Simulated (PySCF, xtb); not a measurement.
C4H7Cl, SMILES C=CCCCl.

GFN2-xTB (xtb 6.7.1) at its own geometry gives an orbital gap of 5.23 eV and a dipole moment of 2.08 D.

Coordinates come from a PBE0-D3(BJ)/def2-SVP optimisation. Other conformers were not sampled.

### Question
What does PySCF with PBE/def2-TZVP give? (The exact figures need the calculation; the answer reports its results.)

### Answer
gap 5.33 eV (levels -6.59 and -1.26 eV), dipole 1.80 D.
